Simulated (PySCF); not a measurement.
**Worked example: dipole moment from atomic charges**

GaClBr2, SMILES [Cl][Ga]([Br])[Br]. Atoms are numbered in the order given.

```xyz
4

Ga     0.0000     0.0000     0.3579
Cl     0.0000     0.0000     2.4988
Br     0.0000     1.9825    -0.7654
Br     0.0000    -1.9825    -0.7654
```
Charge 0, spin multiplicity 1.

Coordinates come from a B3LYP-D3(BJ)/def2-SVP optimisation.

Charges (e) from PBE0/def2-TZVP in PySCF:

```csv
atom,IAO,Mulliken
Ga1,0.675,0.647
Cl2,-0.277,-0.228
Br3,-0.199,-0.210
Br4,-0.199,-0.210
```

The dipole moment of the full density is 0.35 D.

Question: What dipole moment does each set of point charges give, and which comes closer to that of the density?

Answer: 
μ = Σ q r, and 1 e Å = 4.8032 D.
IAO: Σ q r = (0.000, 0.000, -0.146) e Å, |μ| = 0.70 D.
Mulliken: Σ q r = (0.000, 0.000, -0.017) e Å, |μ| = 0.08 D.
Mulliken comes closer in size. Point charges leave out the atoms' own dipoles (lone pairs, polarised bonds); fits to the potential absorb them, partitions of the density don't.
